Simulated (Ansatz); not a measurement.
# What each rung costs, and what it gives

Saddle point of ZnH2BrCl, closed shell (ZnBrCl + H₂ → ZnHCl ([Cl][ZnH]) + HBr; bonds formed: Zn1–H5, Br2–H4; bonds broken: Zn1–Br2, H4–H5), PBE0-D4/def2-TZVP structure:

```csv
atom,x (Å),y (Å),z (Å)
Zn1,-0.5430,0.0678,0.3914
Br2,1.0827,-0.8364,-1.4810
Cl3,-2.4722,-0.6033,0.8706
H4,1.1460,0.3526,-0.3306
H5,0.7865,1.0192,0.5496
```

Barriers are electronic and count from the start structure reached by relaxing down the imaginary mode.

Ansatz 0.2.0; basis: as named in each row; cores frozen in the correlated methods. The 3s and 3p shells of Cu and Zn are frozen; filled d shells are correlated. The def2 sets are not built for correlating such inner shells, so the correlated values are less sure here. B3LYP uses VWN-RPA correlation. Extrapolation: Hartree–Fock as exp(−7.88 √X), correlation as X^−2.97.

Times are rough, for one single point on 4 threads of a shared host (Arm Neoverse V2).

The estimate by CCSD(T) at an estimated basis limit (MP2 extrapolated from triple and quadruple zeta, plus CCSD(T) − MP2 in triple zeta) is 39.96 kcal/mol.

```json
{"method": "SPW92", "basis": "def2-SVP", "time (s)": "under 1", "barrier (kcal/mol)": "22.64", "method less estimate": "-17.32"}
{"method": "HF", "basis": "STO-3G", "time (s)": "under 1", "barrier (kcal/mol)": "78.81", "method less estimate": "38.85"}
{"method": "PBE-D4", "basis": "def2-SVP", "time (s)": "under 1", "barrier (kcal/mol)": "29.38", "method less estimate": "-10.58"}
{"method": "SPW92", "basis": "def2-TZVPP", "time (s)": "under 1", "barrier (kcal/mol)": "24.23", "method less estimate": "-15.73"}
{"method": "B3LYP-D4", "basis": "6-31G", "time (s)": "under 1", "barrier (kcal/mol)": "40.38", "method less estimate": "0.42"}
{"method": "PBE0-D4", "basis": "def2-SVP", "time (s)": "under 1", "barrier (kcal/mol)": "33.08", "method less estimate": "-6.88"}
{"method": "PBE-D4", "basis": "def2-TZVPP", "time (s)": "1", "barrier (kcal/mol)": "31.35", "method less estimate": "-8.61"}
{"method": "BLYP-D4", "basis": "def2-TZVPP", "time (s)": "1", "barrier (kcal/mol)": "34.82", "method less estimate": "-5.14"}
{"method": "BHLYP-D4", "basis": "def2-TZVPP", "time (s)": "2", "barrier (kcal/mol)": "40.98", "method less estimate": "1.02"}
{"method": "B3LYP-D4", "basis": "def2-TZVPP", "time (s)": "2", "barrier (kcal/mol)": "37.07", "method less estimate": "-2.89"}
{"method": "PBE0-D4", "basis": "def2-TZVPP", "time (s)": "2", "barrier (kcal/mol)": "34.69", "method less estimate": "-5.27"}
{"method": "CAM-B3LYP-D4", "basis": "def2-TZVPP", "time (s)": "2", "barrier (kcal/mol)": "38.01", "method less estimate": "-1.95"}
{"method": "CCSD(T)", "basis": "def2-SVP", "time (s)": "2", "barrier (kcal/mol)": "39.43", "method less estimate": "-0.53"}
{"method": "RPA on PBE", "basis": "def2-TZVPP", "time (s)": "2", "barrier (kcal/mol)": "37.69", "method less estimate": "-2.27"}
{"method": "r2SCAN-D4", "basis": "def2-TZVPP", "time (s)": "3", "barrier (kcal/mol)": "33.63", "method less estimate": "-6.33"}
{"method": "PBE-D4", "basis": "STO-3G", "time (s)": "3", "barrier (kcal/mol)": "46.32", "method less estimate": "6.36"}
{"method": "B2PLYP", "basis": "def2-TZVPP", "time (s)": "3", "barrier (kcal/mol)": "38.64", "method less estimate": "-1.32"}
{"method": "PBE-QIDH", "basis": "def2-TZVPP", "time (s)": "3", "barrier (kcal/mol)": "37.89", "method less estimate": "-2.07"}
{"method": "r2SCAN0-D4", "basis": "def2-TZVPP", "time (s)": "3", "barrier (kcal/mol)": "36.22", "method less estimate": "-3.74"}
{"method": "wB97M-V", "basis": "def2-SVP", "time (s)": "4", "barrier (kcal/mol)": "36.08", "method less estimate": "-3.88"}
{"method": "wB97X-V", "basis": "def2-TZVPP", "time (s)": "5", "barrier (kcal/mol)": "39.39", "method less estimate": "-0.57"}
{"method": "B97M-V", "basis": "def2-TZVPP", "time (s)": "5", "barrier (kcal/mol)": "34.56", "method less estimate": "-5.40"}
{"method": "wB97M-V", "basis": "def2-TZVPP", "time (s)": "6", "barrier (kcal/mol)": "38.91", "method less estimate": "-1.05"}
{"method": "MP2", "basis": "def2-QZVPP", "time (s)": "8", "barrier (kcal/mol)": "40.22", "method less estimate": "0.26"}
{"method": "CCSD(T)", "basis": "def2-TZVPP", "time (s)": "40", "barrier (kcal/mol)": "38.61", "method less estimate": "-1.35"}
```

All methods are single points on the PBE0-D4 structures.

No T1 diagnostic of these runs exceeds 0.012.

Labels in which every atom is bracketed show which atoms are joined, not bond orders.
